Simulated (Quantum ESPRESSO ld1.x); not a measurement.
Task: The table gives one normalised radial function P(r) = r R(r) of Os46+ in [Ar] 3d10 4s2 (r in bohr). Method: scalar-relativistic Kohn-Sham, relativistic LDA (MacDonald-Vosko exchange, VWN5 correlation), spin-unpolarised, spherical densities, point nucleus; computed with ld1.x of Quantum ESPRESSO 7.5.

r,P
0.002657,0.3816
0.003019,0.4103
0.003432,0.4389
0.0039,0.4667
0.004397,0.4912
0.004998,0.5146
0.00568,0.5338
0.006456,0.5470
0.007338,0.5525
0.00834,0.5478
0.009403,0.5321
0.01069,0.5007
0.01215,0.4519
0.0138,0.3831
0.01569,0.2927
0.01769,0.1876
0.02011,0.0545
0.02285,-0.0977
0.02597,-0.2633
0.02952,-0.4336
0.03355,-0.5959
0.03783,-0.7265
0.04299,-0.8246
0.04886,-0.8603
0.05554,-0.8144
0.06312,-0.6729
0.07174,-0.4322
0.08088,-0.1259
0.09193,0.2585
0.1045,0.6541
0.1188,0.9946
0.135,1.2058
0.1522,1.2266
0.173,1.0200
0.1966,0.5781
0.2234,-0.0446
0.2539,-0.7422
0.2886,-1.3772
0.3254,-1.7977
0.3698,-1.9772
0.4203,-1.8670
0.4777,-1.5341
0.543,-1.0975
0.6171,-0.6793
0.6958,-0.3761
0.7908,-0.1697
0.8988,-0.0634
1.021,-0.0192
1.161,-0.0046
1.32,-0.0008
1.488,-0.0001
1.691,0.0000
1.922,0.0000

Which n and l does it have? It may be an empty orbital.

Result: n = 4, l = 0: the number of nodes gives n - l - 1 = 3, the rise at small r (about r^(l+1), flatter next to the nucleus through relativity) gives l, and the extent must fit the shell. The curve is that of 4s. 4s: eigenvalue -2534.5 eV, 3 radial nodes at r = 0.0211, 0.0845, 0.222 bohr, <r> = 0.378 bohr, 90 % of the charge inside 0.534 bohr.
